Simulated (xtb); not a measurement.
C₃H₁₀Si₃, SMILES C1([SiH2][SiH2][SiH2]1)C=C. All values are semi-empirical tight-binding results from xtb (GFN2-xTB unless named), good for trends rather than for accurate numbers. Geometry: GFN2-xTB. The structure was generated by enumeration, and PubChem lists no compound with its InChIKey, so it may never have been made. Other conformers were not sampled.

Task: Estimate the properties. (An estimate is asked for; the answer gives what the named calculation found.)

Result: 
| Quantity | Result |
|---|---|
| point group as xtb finds it | Cs |
| orbital gap | 3.52 eV |
| dipole moment | 1.52 D |
| zero-point energy | 66.8 kcal/mol |
| G − E(el) at 298.15 K (modified RRHO) | 45.3 kcal/mol |
| static polarisability (D4 model) | 116.7 bohr³ |
| solvation energy, GFN2-xTB/ALPB(water) | -0.6 kcal/mol |
| solvation energy, GFN2-xTB/ALPB(toluene) | -3.1 kcal/mol |
